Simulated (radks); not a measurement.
The numbers below are computed, except where a source is named.
The iridium ion Ir61+, configuration [Ne] 3s2 3p4. Code: a radial shooting solver on a logarithmic mesh with Libxc functionals. Model: scalar-relativistic Kohn-Sham, LB94 model potential, spin-polarised, spherical densities, finite nucleus; open shells are filled with parallel spins first (spin-orbit coupling, left out, can overturn this in heavy ions); Fermi nuclear charge, rms radius 5.4032 fm.

Normalised radial functions P(r) = r R(r), r in bohr:

r,3s up
0.001547,0.5122
0.001717,0.5496
0.001905,0.5888
0.002131,0.6326
0.002365,0.6746
0.002645,0.7208
0.002935,0.7642
0.003283,0.8109
0.003642,0.8533
0.004074,0.8971
0.004521,0.9349
0.005016,0.9685
0.00561,0.9986
0.006225,1.0189
0.006963,1.0304
0.007726,1.0290
0.008642,1.0119
0.009589,0.9787
0.01073,0.9215
0.0119,0.8456
0.01321,0.7456
0.01477,0.6087
0.01639,0.4535
0.01833,0.2559
0.02034,0.0459
0.02275,-0.2050
0.02525,-0.4548
0.02824,-0.7320
0.03133,-0.9850
0.03477,-1.2192
0.03889,-1.4310
0.04315,-1.5701
0.04826,-1.6354
0.05355,-1.5982
0.0599,-1.4359
0.06646,-1.1637
0.07434,-0.7417
0.08249,-0.2452
0.09153,0.3244
0.1024,0.9736
0.1136,1.5572
0.1271,2.1024
0.141,2.4788
0.1577,2.7005
0.175,2.7176
0.1957,2.5415
0.2172,2.2316
0.241,1.8326
0.2695,1.3700
0.2991,0.9670
0.3345,0.6066
0.3712,0.3588
0.4151,0.1828
0.4606,0.0874
0.5152,0.0346
0.5717,0.0128

3s up: eigenvalue -7213.6 eV, 2 radial nodes at r = 0.0208, 0.0864 bohr, <r> = 0.177 bohr, 90 % of the charge inside 0.258 bohr.
